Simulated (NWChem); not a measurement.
System: GeH4Se; SMILES [GeH3][SeH]

Excerpt of the output:

```
             Northwest Computational Chemistry Package (NWChem) 7.3.0
             --------------------------------------------------------

 C1  symmetry detected

                             Geometry "geometry" -> ""
                             -------------------------

 Output coordinates in angstroms (scale by  1.889725989 to convert to a.u.)

  No.       Tag          Charge          X              Y              Z
 ---- ---------------- ---------- -------------- -------------- --------------
    1 Ge                  32.0000    -0.01021317     1.15924713     0.00000611
    2 Se                  34.0000    -0.02948765    -1.19891804     0.00002407
    3 H                    1.0000     0.70538914     1.69746596    -1.25118700
    4 H                    1.0000    -1.49227569     1.56248006    -0.01627564
    5 H                    1.0000     0.67742617     1.69968932     1.26591559
    6 H                    1.0000     1.43886198    -1.29233030     0.00053315

 Effective nuclear repulsion energy (a.u.)     313.2913581467

                                Z-matrix (autoz)
                                --------

 Units are Angstrom for bonds and degrees for angles

      Type          Name      I     J     K     L     M      Value
      ----------- --------  ----- ----- ----- ----- ----- ----------
    1 Stretch                  1     2                       2.35824
    2 Stretch                  1     3                       1.53859
    3 Stretch                  1     4                       1.53602
    4 Stretch                  1     5                       1.53865
    5 Stretch                  2     6                       1.47132
    6 Bend                     1     2     6                93.17179
    7 Bend                     2     1     3               110.70825
    8 Bend                     2     1     4               104.75122
    9 Bend                     2     1     5               110.78600
   10 Bend                     3     1     4               110.38410
   11 Bend                     3     1     5               109.77513
   12 Bend                     4     1     5               110.34811
   13 Torsion                  3     1     2     6          60.40581
   14 Torsion                  4     1     2     6         179.39190
   15 Torsion                  5     1     2     6         -61.62494

  xc_inp: hfexch multiplicative factor not found.

                           NWChem Geometry Optimization
                           ----------------------------

[...]

      ----------------------
      Optimization converged
      ----------------------

  Step       Energy      Delta E   Gmax     Grms     Xrms     Xmax
  ---- ---------------- -------- -------- -------- -------- --------
@    6   -4456.12236937 -7.1D-08  0.00002  0.00001  0.00037  0.00080
                                     ok       ok       ok       ok

                                Z-matrix (autoz)
                                --------

 Units are Angstrom for bonds and degrees for angles

[...]

 Rotational Constants
 --------------------
 A=   1.980387 cm-1  (  2.849272 K)
 B=   0.069881 cm-1  (  0.100540 K)
 C=   0.069262 cm-1  (  0.099651 K)

 Temperature                      =   298.15K
 frequency scaling parameter      =   1.0000

 Zero-Point correction to Energy  =   19.926 kcal/mol  (  0.031755 au)
 Thermal correction to Energy     =   22.772 kcal/mol  (  0.036289 au)
 Thermal correction to Enthalpy   =   23.364 kcal/mol  (  0.037232 au)

 Total Entropy                    =   71.521 cal/mol-K
   - Translational                =   41.042 cal/mol-K (mol. weight = 156.8715)
   - Rotational                   =   24.624 cal/mol-K (symmetry #  =        1)
   - Vibrational                  =    5.855 cal/mol-K

 Cv (constant volume heat capacity) =   13.977 cal/mol-K
   - Translational                  =    2.979 cal/mol-K
   - Rotational                     =    2.979 cal/mol-K
   - Vibrational                    =    8.018 cal/mol-K

[normal modes left out]

 ----------------------------------------------------------------------------
 Normal Eigenvalue ||           Projected Infra Red Intensities
  Mode   [cm**-1]  || [atomic units] [(debye/angs)**2] [(KM/mol)] [arbitrary]
 ------ ---------- || -------------- ----------------- ---------- -----------
    1       -0.000 ||    0.000419           0.010         0.409       0.059
    2       -0.000 ||    0.003305           0.076         3.222       0.466
    3       -0.000 ||    0.000490           0.011         0.478       0.069
    4       -0.000 ||    0.000458           0.011         0.446       0.065
    5        0.000 ||    0.000000           0.000         0.000       0.000
    6        0.000 ||    0.000388           0.009         0.378       0.055
    7      160.673 ||    0.009425           0.217         9.188       1.329
    8      270.592 ||    0.011992           0.277        11.690       1.691
    9      509.791 ||    0.034615           0.799        33.745       4.881
   10      579.380 ||    0.025901           0.598        25.250       3.653
   11      781.358 ||    0.012974           0.299        12.648       1.830
   12      910.003 ||    0.420305           9.697       409.734      59.271
   13      922.472 ||    0.102943           2.375       100.354      14.517
   14      947.020 ||    0.138753           3.201       135.264      19.567
   15     2161.253 ||    0.200169           4.618       195.135      28.228
   16     2172.512 ||    0.153837           3.549       149.968      21.694
   17     2182.472 ||    0.103553           2.389       100.949      14.603
   18     2347.824 ||    0.056899           1.313        55.467       8.024
 ----------------------------------------------------------------------------
```

Level: Hartree-Fock/3-21G. This build's default masses of Se (78.918 u) and Br (79.917 u) are each other's, which moves their modes by up to 0.6 %.

Reconstruct the input file.

One answer among several that fit: the input that was run:
```
start job
memory heap 200 mb stack 900 mb global 1100 mb
geometry units angstroms
  Ge    -0.003210     1.159219    -0.001155
  Se    -0.048694    -1.198582    -0.005641
  H      0.729705     1.691608    -1.244798
  H     -1.480489     1.578952    -0.030175
  H      0.678827     1.689777     1.271946
  H      1.418461    -1.308334     0.008051
end
basis spherical
  Ge library 3-21g
  Se library 3-21g
  H library 3-21g
end
dft
  xc hfexch
  iterations 150
end
driver
  maxiter 120
end
task dft optimize
task dft freq
```
